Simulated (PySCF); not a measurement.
**Radial density of N⁺ (nitrogen, charge +1)**

UHF, [He] 2s1 2p2 3s1, high-spin 5P determinant (an excited configuration). Computed with PySCF 2.14 in aug-cc-pCVQZ-DK, with scalar relativity by spin-free X2C-1e.

| r (bohr) | 4πr²ρ (e/bohr) | 4πr²(ρα − ρβ) |
| --- | --- | --- |
| 0.00356 | 0.03253 | 0.0011 |
| 0.00599 | 0.08733 | 0.0031 |
| 0.0101 | 0.2306 | 0.0081 |
| 0.0169 | 0.5879 | 0.0206 |
| 0.0285 | 1.409 | 0.0493 |
| 0.0479 | 3.032 | 0.1049 |
| 0.0806 | 5.455 | 0.1844 |
| 0.136 | 7.290 | 0.2390 |
| 0.228 | 6.048 | 0.2578 |
| 0.383 | 2.843 | 0.7124 |
| 0.645 | 2.327 | 2.1188 |
| 1.08 | 2.453 | 2.4512 |
| 1.82 | 0.7740 | 0.7740 |
| 3.07 | 0.3559 | 0.3559 |
| 5.16 | 0.1462 | 0.1462 |
| 8.68 | 0.001962 | 0.0020 |

Densities and radii are taken from the X2C orbitals without a picture-change correction, which distorts them close to the nucleus.

The outer electron is Rydberg-like, and this basis confines it to a smaller radius and binds it less than a complete one would.
